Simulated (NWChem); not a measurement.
All runs are NWChem calculations. System: Cl$_{2}$Pb, charge 0, spin multiplicity 1, at a geometry optimised with B3LYP/def2-SVP with def2 effective core potentials on Pb. The structure started from a generated list of species. Level: CR-CCSD(T)/def2-SVP with def2 effective core potentials on Pb, 14 core orbitals frozen.

The NWChem input:

```
start mol
memory heap 100 mb stack 700 mb global 1900 mb
geometry units angstroms nocenter noautoz
  Pb     0.000000     0.000000    -0.465769
  Cl     1.936312     0.000000     1.123325
  Cl    -1.936312     0.000000     1.123325
  symmetry group C2v
end
basis spherical
  * library def2-svp
end
ecp
  Pb library def2-ecp
end
scf
  rhf
  nopen 0
  maxiter 100
  thresh 1e-7
  semidirect memsize 60000000 filesize 0
end
tce
  freeze core 14
  cr-ccsd(t)
  2eorb
  2emet 13
  thresh 1e-6
  maxiter 100
  tilesize 24
end
task tce energy
```

Output (cleaned and shortened):

```
             Northwest Computational Chemistry Package (NWChem) 7.3.0
             --------------------------------------------------------

                                NWChem Input Module
                                -------------------

 Scaling coordinates for geometry "geometry" by  1.889725989
 (inverse scale =  0.529177249)

 Turning off AUTOSYM since
 SYMMETRY directive was detected!

                             Geometry "geometry" -> ""
                             -------------------------

 Output coordinates in angstroms (scale by  1.889725989 to convert to a.u.)

  No.       Tag          Charge          X              Y              Z
 ---- ---------------- ---------- -------------- -------------- --------------
    1 Pb                  82.0000     0.00000000     0.00000000    -0.46576900
    2 Cl                  17.0000     1.93631200     0.00000000     1.12332500
    3 Cl                  17.0000    -1.93631200     0.00000000     1.12332500

 Effective nuclear repulsion energy (a.u.)     628.4746591278

            Nuclear Dipole moment (a.u.)
            ----------------------------
        X                 Y               Z
 ---------------- ---------------- ----------------
     0.0000000000     0.0000000000    -0.0000151178

      Symmetry information
      --------------------

 Group name             C2v
 Group number             16
 Group order               4
 No. of unique centers     2

      Symmetry unique atoms

     1    2


 Summary of "ao basis" -> "" (spherical)
 ------------------------------------------------------------------------------
       Tag                 Description            Shells   Functions and Types
 ---------------- ------------------------------  ------  ---------------------
 *                          def2-svp                  on all atoms

 Summary of "ao basis" -> "ao basis" (spherical)
 ------------------------------------------------------------------------------
       Tag                 Description            Shells   Functions and Types
 ---------------- ------------------------------  ------  ---------------------
[...]
            Beta electrons :    28
           No. of orbitals :   124
            Alpha orbitals :    62
             Beta orbitals :    62
        Alpha frozen cores :    14
         Beta frozen cores :    14
     Alpha frozen virtuals :     0
      Beta frozen virtuals :     0
         Spin multiplicity : singlet
    Number of AO functions :    62
       Number of AO shells :    26
        Use of symmetry is : on
      Symmetry adaption is : on
         Schwarz screening : 0.10D-09

          Correlation Information
          -----------------------
          Calculation type : Coupled-cluster singles & doubles w/ perturbation
   Perturbative correction : Completely renormalized (T)
            Max iterations :      100
        Residual threshold : 0.10D-05
     T(0) DIIS level shift : 0.00D+00
     L(0) DIIS level shift : 0.00D+00
     T(1) DIIS level shift : 0.00D+00
     L(1) DIIS level shift : 0.00D+00
     T(R) DIIS level shift : 0.00D+00
     T(I) DIIS level shift : 0.00D+00
   CC-T/L Amplitude update :  5-th order DIIS
                I/O scheme : Global Array Library
        L-threshold :  0.10D-05
        EOM-threshold :  0.10D-05
 no EOMCCSD initial starts read in
 TCE RESTART OPTIONS
 SLICE:      F
 D4D5:       F
 quantumc:   F
 qrotation:  F
 pwtce:      F
 qducc:      F
 nacto:                         0
 nrotv:                         0
 nrot:                          0

            Memory Information
            ------------------
          Available GA space size is     249032956 doubles
          Available MA space size is     104847956 doubles

 Maximum block size supplied by input
 Maximum block size        24 doubles

 tile_dim =     13

 -------------------------------------------------

 Global array virtual files algorithm will be used

 Parallel file system coherency ......... OK

 4-electron integrals stored in orbital form

 v2    file size   =           304600
 4-index algorithm nr.  13 is used
 imaxsize =       30
 imaxsize ichop =        0


CCSD iterations
 ---------------------------------------------------------
 Iter          Residuum       Correlation     Cpu    Wall
 ---------------------------------------------------------
    1   0.1159280746456  -0.3438664101534     0.2     0.2
    2   0.0320425423329  -0.3672133790404     0.2     0.2
    3   0.0108347009562  -0.3724757303576     0.2     0.2
    4   0.0045209418532  -0.3738276593898     0.2     0.2
    5   0.0018776156869  -0.3744046072451     0.2     0.2
    6   0.0005763587334  -0.3747152343270     0.2     0.2
    7   0.0004121444458  -0.3747224650929     0.2     0.2
    8   0.0001925337072  -0.3747388837170     0.2     0.2
    9   0.0001507869208  -0.3747396121471     0.2     0.2
   10   0.0000841338188  -0.3747448497393     0.2     0.2
   11   0.0000157605265  -0.3747496914124     0.2     0.2
   12   0.0000067692208  -0.3747497398933     0.2     0.2
   13   0.0000039348308  -0.3747497521096     0.2     0.2
   14   0.0000022081894  -0.3747496693885     0.2     0.2
   15   0.0000013479743  -0.3747496321026     0.2     0.2
   16   0.0000002883045  -0.3747495510081     0.2     0.2
 -----------------------------------------------------------------
 Iterations converged
 CCSD correlation energy / hartree =        -0.374749551008082
 CCSD total energy / hartree       =     -1111.027391863727416

 Singles contributions

 Doubles contributions
 CR-CCSD(T)

 CR-CCSD[T]  correction energy / hartree =        -0.008368691894238
 CR-CCSD[T] correlation energy / hartree =        -0.383118242902320
 CR-CCSD[T] total energy / hartree       =     -1111.035760555621664
 CR-CCSD(T)  correction energy / hartree =        -0.007910944959939
 CR-CCSD(T) correlation energy / hartree =        -0.382660495968021
 CR-CCSD(T) total energy / hartree       =     -1111.035302808687447

 Task  times  cpu:        7.1s     wall:        7.1s

 Total times  cpu:        7.2s     wall:        7.2s
```
